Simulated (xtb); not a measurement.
CHF₂, charge -1, singlet, from a rough starting geometry; GFN2-xTB in xtb.

The xtb input:
```
$ xtb mol.xyz --gfn 2 --chrg -1 --opt vtight --json

# file mol.xyz
4

C     -0.27770755    -0.07038338     0.22100258
F     -0.25454995     1.09753095    -0.55541599
F     -0.24331903    -1.16180706    -0.56107493
H      0.72664787    -0.01790158     0.86768310
```

What the program printed (banner, timings and long lists left out):

```
   ID    Z sym.   atoms
    1    6 C      1
    2    9 F      2, 3
    3    1 H      4

           -------------------------------------------------
          |                Calculation Setup                |
           -------------------------------------------------

           -------------------------------------------------
          |                 G F N 2 - x T B                 |
           -------------------------------------------------

          ...................................................
          :                      SETUP                      :
          :.................................................:
          :  # basis functions                  13          :
          :  # atomic orbitals                  13          :
          :  # shells                            7          :
          :  # electrons                        20          :
          :  max. iterations                   250          :
          :  Hamiltonian                  GFN2-xTB          :
          :  restarted?                      false          :
          :  GBSA solvation                  false          :
          :  PC potential                    false          :
          :  electronic temp.          300.0000000     K    :
          :  accuracy                    1.0000000          :
          :  -> integral cutoff          0.2500000E+02      :
          :  -> integral neglect         0.1000000E-07      :
          :  -> SCF convergence          0.1000000E-05 Eh   :
          :  -> wf. convergence          0.1000000E-03 e    :
          :  Broyden damping             0.4000000          :
          :  net charge                         -1          :
          :  unpaired electrons                  0          :
          ...................................................

 iter      E             dE          RMSdq      gap      omega  full diag
   1    -12.2533912 -0.122534E+02  0.696E+00    9.62       0.0  T
   2    -12.2586646 -0.527346E-02  0.397E+00    9.94       1.0  T
   3    -12.2592609 -0.596309E-03  0.660E-01   10.18       1.0  T
   4    -12.2592960 -0.350992E-04  0.148E-01   10.18       1.0  T
   5    -12.2593020 -0.592082E-05  0.367E-02   10.16       1.4  T
   6    -12.2593022 -0.189409E-06  0.177E-02   10.16       2.8  T
   7    -12.2593025 -0.351436E-06  0.169E-03   10.16      29.6  T
   8    -12.2593025  0.114638E-08  0.118E-03   10.16      42.5  T
   9    -12.2593025 -0.224899E-08  0.219E-04   10.16     228.5  T
  10    -12.2593025 -0.281801E-10  0.137E-05   10.16    3637.4  T

   *** convergence criteria satisfied after 10 iterations ***

         :::::::::::::::::::::::::::::::::::::::::::::::::::::
         ::                     SUMMARY                     ::
         :::::::::::::::::::::::::::::::::::::::::::::::::::::
         :: total energy             -12.235413404672 Eh    ::
         :: gradient norm              0.125763417498 Eh/a0 ::
         :: HOMO-LUMO gap             10.163343122217 eV    ::
         ::.................................................::
         :: SCC energy               -12.259302500717 Eh    ::
         :: -> isotropic ES            0.174632911349 Eh    ::
         :: -> anisotropic ES         -0.009323780621 Eh    ::
         :: -> anisotropic XC         -0.007089971906 Eh    ::
         :: -> dispersion             -0.001239968547 Eh    ::
         :: repulsion energy           0.023889096045 Eh    ::
         :: add. restraining           0.000000000000 Eh    ::
         :: total charge              -1.000000000000 e     ::
         :::::::::::::::::::::::::::::::::::::::::::::::::::::

      -----------------------------------------------------------
     |                   =====================                   |
     |                        A N C O P T                        |
     |                   =====================                   |
     |               Approximate Normal Coordinate               |
[...]
 * total energy  :   -12.2354134 Eh     change       -0.1154632E-12 Eh
 * total energy  :   -12.2468179 Eh     change       -0.1140446E-01 Eh
 * total energy  :   -12.2502146 Eh     change       -0.3396724E-02 Eh
 * total energy  :   -12.2507168 Eh     change       -0.5022135E-03 Eh
 * total energy  :   -12.2508085 Eh     change       -0.9165600E-04 Eh
 * total energy  :   -12.2508260 Eh     change       -0.1750183E-04 Eh
 * total energy  :   -12.2508335 Eh     change       -0.7578176E-05 Eh
 * total energy  :   -12.2508369 Eh     change       -0.3328621E-05 Eh
 * total energy  :   -12.2508376 Eh     change       -0.6976170E-06 Eh
 * total energy  :   -12.2508376 Eh     change       -0.2970096E-07 Eh
   *** GEOMETRY OPTIMIZATION CONVERGED AFTER 10 ITERATIONS ***
         :: total energy             -12.250837594606 Eh    ::
[...]
         :: -> isotropic ES            0.179084297011 Eh    ::
         :: -> anisotropic ES         -0.009488532893 Eh    ::
         :: -> anisotropic XC         -0.004356799122 Eh    ::
         :: -> dispersion             -0.001123533096 Eh    ::
         :: repulsion energy           0.018629352610 Eh    ::
         :: add. restraining           0.000000000000 Eh    ::
         :: total charge              -1.000000000000 e     ::
         :::::::::::::::::::::::::::::::::::::::::::::::::::::

           -------------------------------------------------
          |                Property Printout                |
           -------------------------------------------------

    * Orbital Energies and Occupations

         #    Occupation            Energy/Eh            Energy/eV
      -------------------------------------------------------------
         1        2.0000           -0.5233391             -14.2408
         2        2.0000           -0.5160762             -14.0431
         3        2.0000           -0.3122730              -8.4974
         4        2.0000           -0.2569405              -6.9917
         5        2.0000           -0.2562562              -6.9731
         6        2.0000           -0.2314415              -6.2978
         7        2.0000           -0.2135052              -5.8098
         8        2.0000           -0.2053150              -5.5869
         9        2.0000           -0.1938858              -5.2759
        10        2.0000           -0.0866732              -2.3585 (HOMO)
        11                          0.2314338               6.2976 (LUMO)
        12                          0.2586144               7.0373
        13                          0.3797690              10.3340
      -------------------------------------------------------------
                  HL-Gap            0.3181070 Eh            8.6561 eV
             Fermi-level            0.0723803 Eh            1.9696 eV

     #   Z          covCN         q      C6AA      α(0)
     1   6 C        2.465    -0.053    29.611     8.882
     2   9 F        0.775    -0.411    13.666     4.367
     3   9 F        0.775    -0.411    13.666     4.367
     4   1 H        0.915    -0.125     6.525     3.995

 Mol. C6AA /au·bohr⁶  :        232.114870
 Mol. C8AA /au·bohr⁸  :       4631.772484
 Mol. α(0) /au        :         21.610836

Wiberg/Mayer (AO) data.
largest (>0.10) Wiberg bond orders for each atom

 ---------------------------------------------------------------------------
     #   Z sym  total        # sym  WBO       # sym  WBO       # sym  WBO
 ---------------------------------------------------------------------------
     1   6 C    2.631 --     4 H    0.969     2 F    0.831     3 F    0.831
     2   9 F    0.868 --     1 C    0.831
     3   9 F    0.868 --     1 C    0.831
     4   1 H    0.984 --     1 C    0.969
 ---------------------------------------------------------------------------

Topologies differ in total number of bonds
Writing topology from bond orders to xtbtopo.mol

molecular dipole:
                 x           y           z       tot (Debye)
 q only:        0.200       0.071       0.686
   full:        0.689       0.078       0.477       2.140
molecular quadrupole (traceless):
                xx          xy          yy          xz          yz          zz
 q only:        2.161       0.042      -2.918      -0.908      -0.101       0.756
  q+dip:        3.115       0.003      -3.539       0.106      -0.067       0.424
   full:        2.349      -0.013      -2.945       0.286      -0.063       0.596

optimized geometry written to: xtbopt.xyz

           -------------------------------------------------
          | TOTAL ENERGY              -12.250837594606 Eh   |
          | GRADIENT NORM               0.000005240164 Eh/α |
          | HOMO-LUMO GAP               8.656131922956 eV   |
           -------------------------------------------------

normal termination of xtb
```
